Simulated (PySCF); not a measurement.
Species: C2H6BN.
Structure used (PBE0-D3(BJ)/def2-SVP), in Å, numbered top down from 1:
```
atom  x, y, z in Å
B1     2.0799   -0.0385    0.0249
C2     0.5494   -0.0159    0.1977
N3    -0.6068    0.0011    0.3273
C4    -2.0024    0.0246    0.4870
H5     2.4388    1.1322    0.0284
H6     2.2925   -0.5947   -1.0449
H7     2.5201   -0.6692    0.9775
H8    -2.4898   -0.4184   -0.3937
H9    -2.3505    1.0613    0.6040
H10   -2.2888   -0.5500    1.3800
```

Computed at B3LYP/pcJ-1 (PySCF, non-relativistic), with Q(11B) = 0.04059 b, Q(14N) = 0.02044 b: B1, 11B (I = 3/2): χzz = 1.288 MHz, η = 0.000; N3, 14N (I = 1): χzz = 1.286 MHz, η = 0.001.

Task: Find the zero-field quadrupole resonance frequencies of 11B at B1.

Result: From ν = (|χ|/2)√(1 + η²/3): ν = 0.644 MHz (four-coordinate boron).

Task: Where would the pure quadrupole (NQR) lines of 14N at N3 fall for the rigid, isolated species?

Result: From ν± = (3/4)|χ|(1 ± η/3) and ν0 = |χ|η/2: ν+ 0.965 MHz, ν− 0.965 MHz, ν0 0.001 MHz (nitrogen bonded to 2 C).

In a crystal, neighbours and librations shift these lines. With a basis this small, the couplings can be 20 % off.

These values come from a run that also computed spin–spin couplings. The run took 11 s wall on an Arm Neoverse V1 with one thread, shared host with 32 logical CPUs at a one-minute load of 13, and the process peaked at 0.71 GiB of memory.
